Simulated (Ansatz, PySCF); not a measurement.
System: SnH (charge 0, doublet). 
Structure (B3LYP-D3(BJ)/def2-TZVP (Ansatz, a quantum-chemistry and plane-wave program) minimum search):
SMILES: [SnH]
```xyz
2

Sn     0.0000     0.0000    -0.0350
H      0.0000     0.0000     1.7513
```
Charge 0, spin multiplicity 2.

Dipole moments at this geometry, in debye (magnitudes).

```json
[
 {"level": "HF/def2-TZVPD", "program": "PySCF", "dipole (D)": "0.44"},
 {"level": "SVWN5/def2-TZVPD", "program": "Ansatz", "dipole (D)": "0.56"},
 {"level": "TPSS/def2-TZVPD", "program": "PySCF", "dipole (D)": "0.63"},
 {"level": "M06-L/def2-TZVPD", "program": "PySCF", "dipole (D)": "0.64"},
 {"level": "B3LYP/def2-TZVPD", "program": "Ansatz", "dipole (D)": "0.67"},
 {"level": "PBE0/def2-TZVPD", "program": "Ansatz", "dipole (D)": "0.58"},
 {"level": "BHLYP/def2-TZVPD", "program": "Ansatz", "dipole (D)": "0.61"},
 {"level": "M06-2X/def2-TZVPD", "program": "PySCF", "dipole (D)": "0.58"},
 {"level": "MN15/def2-TZVPD", "program": "PySCF", "dipole (D)": "0.73"},
 {"level": "LC-wPBE/def2-TZVPD", "program": "Ansatz", "dipole (D)": "[?]"},
 {"level": "wB97M-V/def2-TZVPD", "program": "Ansatz", "dipole (D)": "0.60"},
 {"level": "wB97X-V/def2-TZVPD", "program": "Ansatz", "dipole (D)": "0.55"},
 {"level": "CCSD(T)/def2-SVPD", "program": "Ansatz", "dipole (D)": "[?]"}
]
```

Problem. Fill in the missing entries.

Solution. 
- LC-wPBE/def2-TZVPD, dipole (D): 0.50
- CCSD(T)/def2-SVPD, dipole (D): 0.54
